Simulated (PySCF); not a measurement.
## Assigning NMR signals

Bonds (- single, = double, # triple, : aromatic): C1=C2, C2-C3, C2-C4, C4-O5, O5-C6, C6-F7, C6-F8. C1 carries H9, H10; C3 carries H11, H12, H13; C4 carries H14, H15; C6 carries H16. H9 is cis to C3; H10 is trans to C3.

Calculated, not measured (PySCF 2.14.0 with density-fitted response routines): geometry: GFN2-xTB, shielding tensors at PBE0/pcSseg-1 (GIAO). Rapidly exchanging positions averaged, in vacuum, non-relativistic Hamiltonian, a single conformation.

Shifts are taken against calculated references (same method and geometry level): TMS for ¹³C (σ = 186.93 ppm), ¹H (σ = 31.72 ppm).

Question: Assign these signals to the numbered atoms. ¹³C{¹H} NMR (computed): δ 148.8, 125.4, 123.1, 74.7, 22.4.

Answer: 
| δ (ppm) | atoms | environment | reason |
| --- | --- | --- | --- |
| 148.8 | C2 | fully substituted alkene carbon | as expected for a trigonal carbon in a double bond |
| 125.4 | C1 | terminal =CH2 carbon | the olefinic region |
| 123.1 | C6 | sp3 CH bonded to 2 F and O | 3 electronegative neighbours deshield it |
| 74.7 | C4 | allylic sp3 CH2 bonded to O | deshielded by the electronegative neighbour |
| 22.4 | C3 | allylic methyl carbon | a saturated carbon with 1 carbon neighbour and no heteroatom attached |

Question: Assign these signals to the numbered atoms. ¹H NMR (500 MHz, computed): δ 6.36 (m, 1H), 5.54 (br s, 1H), 5.38 (br s, 1H), 4.40 (s, 2H), 2.06 (s, 3H).

Answer: 
| δ (ppm) | atoms | environment | reason |
| --- | --- | --- | --- |
| 6.36 | H16 | hydrogen on an sp3 CH bonded to 2 F and O | its carbon carries F and O, hence the downfield position |
| 5.54 | H9 | hydrogen on a terminal =CH2 carbon | attached to an sp2 carbon and in the plane of the double bond |
| 5.38 | H10 | hydrogen on a terminal =CH2 carbon | – |
| 4.40 | H14/H15 | hydrogen on an allylic sp3 CH2 bonded to O | its carbon carries O, an electronegative neighbour |
| 2.06 | H11/H12/H13 | hydrogen on an allylic methyl carbon | allylic position |

Splittings by ¹⁹F in the carbon and heteronuclear signals aren't shown, as no couplings were computed. Shifts are as computed. Against solution values, carbons near 30 ppm lie about +3 ppm off and those near 130 ppm about +5 ppm. Of 1211 compounds with measured shifts, 218 miss one by over three times the rms of a fit or turn the order of signals round; such compounds aren't used in these exercises. Multiplicities follow the n + 1 count of equivalent neighbours, as no J values were calculated; m marks all less simple cases, F and P coupling included.
